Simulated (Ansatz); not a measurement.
`C=C(F)BCl` + H₂O → `OBCl` + `C=CF` at 500 K and 1 bar (formal hydrolysis of a B–C bond).

Gas-phase electronic energies from Ansatz, PBE0-D4/def2-TZVP geometries. CCSD(T)/CBS adds triple-zeta CCSD(T) − MP2 to the extrapolated MP2 energy (def2 sets, frozen cores). This one scheme is used for every species. One conformer a species, not always the lowest.

```json
{"species": "`C=C(F)BCl`", "CCSD(T)/CBS energy (Eh)": "-662.28140", "H − E (kJ/mol)": "165.1", "S (J/(mol·K))": "366.5"}
{"species": "H₂O", "CCSD(T)/CBS energy (Eh)": "-76.37941", "H − E (kJ/mol)": "73.2", "S (J/(mol·K))": "206.3"}
{"species": "`OBCl`", "CCSD(T)/CBS energy (Eh)": "-561.03999", "H − E (kJ/mol)": "100.1", "S (J/(mol·K))": "295.7"}
{"species": "`C=CF`", "CCSD(T)/CBS energy (Eh)": "-177.66469", "H − E (kJ/mol)": "139.4", "S (J/(mol·K))": "282.9"}
```

H − E and S are ideal-gas, rigid-rotor, harmonic terms from PBE0-D4/def2-TZVP, for one conformer and one mirror image of each species. 1 Eh = 2625.50 kJ/mol, R = 8.31446 J/(mol·K).

Question: By hand: ΔE, ΔH, ΔS and ΔG.

Answer: ΔE = (-561.03999) + (-177.66469) − (-662.28140) − (-76.37941) = -0.04387 Eh = -115.2 kJ/mol. Δ(H − E) = 100.1 + 139.4 − 165.1 − 73.2 = 1.2, so ΔH = -114.0 kJ/mol. ΔS = 295.7 + 282.9 − 366.5 − 206.3 = 5.8 J/(mol·K). ΔG = -114.0 − 500 × (5.8)/1000 = -116.9 kJ/mol.

Question: By hand: the equilibrium constant, and the temperature at which ΔG would vanish if ΔH and ΔS stayed fixed.

Answer: log₁₀ K = −ΔG/(RT ln 10) = 12.2. ΔH and −TΔS have one sign here, so there is no such temperature. One of them is within its doubt of zero, so this could turn.

The number of gas molecules stays the same, so ΔS is small and ΔH decides. A doubt of 5 kJ/mol in ΔE shifts log₁₀ K by 0.5 here. Other conformers and mirror images would add mixing entropy, several J/(mol·K) or more a flexible species. These are equilibria of isolated gas molecules and say nothing of rates. Largest T1 diagnostic: 0.013 (customary marks: 0.02 for closed shells, 0.045 for open ones).
